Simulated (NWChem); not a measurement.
CH₃ClO₂Si; SMILES O=C[Si@@H](O)Cl

```xyz
8

O     -0.6893     2.4449    -0.2430
C     -0.1395     1.6018     0.4392
Si     0.4213    -0.0608    -0.3399
O      1.9175    -0.3656     0.2899
Cl    -0.9521    -1.5236     0.2171
H      0.0348     1.7835     1.5265
H      0.3962     0.0094    -1.8168
H      2.3930    -1.1610     0.0098
```
Atoms are numbered in this order, from 1.

All runs: NWChem. STO-3G and 3-21G are far too small for this property and stand as cheap habits. All runs use the structure optimised with B3LYP/6-31G* (spherical d). GIAO values for the isolated, static molecule; σ is the absolute isotropic shielding, δ = σ(reference) − σ with the isolated reference molecule computed at the same levels (13C: tetramethylsilane, 1H: tetramethylsilane, 17O: water, 29Si: tetramethylsilane).

| level | δ O1 (ppm) | δ C2 (ppm) | δ Si3 (ppm) | δ O4 (ppm) | σ Cl5 (ppm) | δ H6 (ppm) | δ H8 (ppm) | relative time |
|---|---|---|---|---|---|---|---|---|
| PBE0/pcSseg-1 | 944.9 | 239.4 | -34.3 | 56.7 | 881.7 | 11.56 | 2.69 | 10 |
| Hartree-Fock/STO-3G | 870.8 | 172.3 | -28.2 | -78.0 | 1206.7 | 12.88 | -1.62 | 1 |
| PBE/pcSseg-1 | 919.8 | 237.8 | -37.7 | 67.5 | 845.9 | 11.78 | 2.59 | 6 |

The last column is a rough cost ratio, cheapest run = 1.
